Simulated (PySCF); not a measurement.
Correlation energy of C⁺ (carbon, charge +1)

[He] 2s2 3d1, 2D determinant (an excited configuration). Computed with PySCF 2.14 in aug-cc-pwCVTZ, with the non-relativistic Hamiltonian (point nucleus). Frozen: 1s2; 3 electrons correlated.

```json
{"level": "CCSD", "correlation energy (mhartree)": "-77.52"}
{"level": "(T)", "correlation energy (mhartree)": "-1.18"}
{"level": "CCSD(T)", "correlation energy (mhartree)": "-78.70"}
```

Diagnostics: T1 = 0.0077, D1 = 0.0135, largest double amplitude 0.155.

The outer electron is Rydberg-like, and this basis confines it to a smaller radius and binds it less than a complete one would. A double-excitation amplitude exceeds 0.15, a sign of near-degeneracy.

Cost of the coupled-cluster step: about 2 core-seconds, for 3 correlated electrons.
